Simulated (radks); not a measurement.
The mean radii <r> (bohr) of the occupied orbitals of an atom or ion are listed with their occupations. All-electron calculation, non-relativistic Kohn-Sham, LB94 model potential, spin-polarised, spherical densities, point nucleus. Program: a radial shooting solver on a logarithmic mesh with Libxc functionals.

| orbital | occ. | <r> |
|---|---|---|
| 1s up | 1 | 0.02045 |
| 1s down | 1 | 0.02045 |
| 2s up | 1 | 0.08638 |
| 2s down | 1 | 0.08637 |
| 2p up | 3 | 0.07303 |
| 2p down | 3 | 0.07303 |
| 3s up | 1 | 0.2193 |
| 3s down | 1 | 0.2193 |
| 3p up | 3 | 0.2093 |
| 3p down | 3 | 0.2093 |
| 3d up | 5 | 0.1835 |
| 3d down | 5 | 0.1835 |
| 4s up | 1 | 0.4908 |
| 4s down | 1 | 0.4910 |
| 4p up | 3 | 0.4978 |
| 4p down | 3 | 0.4981 |
| 4d up | 5 | 0.5139 |
| 4d down | 5 | 0.5143 |
| 5s down | 1 | 1.163 |
| 5s up | 1 | 1.164 |
| 4f down | 7 | 0.5842 |
| 4f up | 7 | 0.5831 |
| 5p down | 3 | 1.289 |
| 5p up | 3 | 1.290 |
| 5d up | 4 | 1.855 |
| 6s up | 1 | 3.077 |

Name the element and its charge. Open shells, if any, are filled with parallel spins first.

Answer. Z = 74, tungsten, charge +1: W+ in [Xe] 4f14 5d4 6s1. The 1s radius gives Z: for a bare nucleus <r> = 1.5/Z, 0.02027 bohr for Z = 74, and screening makes it slightly larger (0.02045 here). The occupations add up to 73, and the charge is Z minus that.
